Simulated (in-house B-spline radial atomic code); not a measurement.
Sn⁴⁺. Computed with a B-spline radial atomic code. Model: all-electron spherical atom, spin shells full or empty, radial basis limit, no spin-orbit coupling, Breit or QED, empty-state partial waves extrapolated as (l+1/2)^-4, RPA, G0W0 and static COHSEX of the highest shell as one setting changes (uncorrelated shells keep exact exchange).

Empty levels are discrete states of a finite basis, so the steps are uneven.

Given: element Sn; charge 4; filled core Kr; hamiltonian one-electron scalar X2C; mean-field start PBE0; highest l of empty states 9; nuclear rms radius 4.6519 fm; lowest nl shells left uncorrelated 7; highest mean-field shell 4d; box radius 11.96 bohr.

Shell: 4d 5 5 (electrons up and down).

| highest empty level kept (hartree) | RPA correlation energy (hartree) | G0W0 level (eV) | G0W0 minus most complete (meV) | COHSEX level (eV) | linearised minus solved G0W0 (meV) |
| --- | --- | --- | --- | --- | --- |
| 8.33 | -0.64476 | -76.268 | 876.6 | -77.996 | -11.3 |
| 16.67 | -0.78274 | -76.623 | 521.6 | -79.001 | -12.7 |
| 29.17 | -0.87875 | -76.88 | 264.7 | -79.823 | -13.8 |
| 50 | -0.93592 | -77.048 | 96 | -80.323 | -14.6 |
| 83.33 | -0.95634 | -77.109 | 35.5 | -80.498 | -14.9 |
| 150 | ? | ? | ? | ? | ? |
| 250 | -0.96741 | -77.14 | 4.4 | -80.592 | -15 |
| 500 | ? | ? | ? | ? | ? |
| 1000 | -0.96885 | -77.144 | 0.4 | -80.609 | -15.1 |
| 2083.3 | -0.96896 | -77.144 | 0.1 | -80.61 | -15.1 |
| 5000 | -0.96898 | -77.144 | 0 | -80.61 | -15.1 |
| 16667 | -0.96899 | -77.144 | 0 | -80.61 | -15.1 |

What follows for highest empty level kept = 150?

RPA correlation energy -0.96493 hartree; G0W0 level -77.133 eV; G0W0 minus most complete 11.3 meV; COHSEX level -80.568 eV; linearised minus solved G0W0 -15 meV.

What follows for highest empty level kept = 500?

RPA correlation energy -0.96853 hartree; G0W0 level -77.143 eV; G0W0 minus most complete 1.3 meV; COHSEX level -80.605 eV; linearised minus solved G0W0 -15.1 meV.
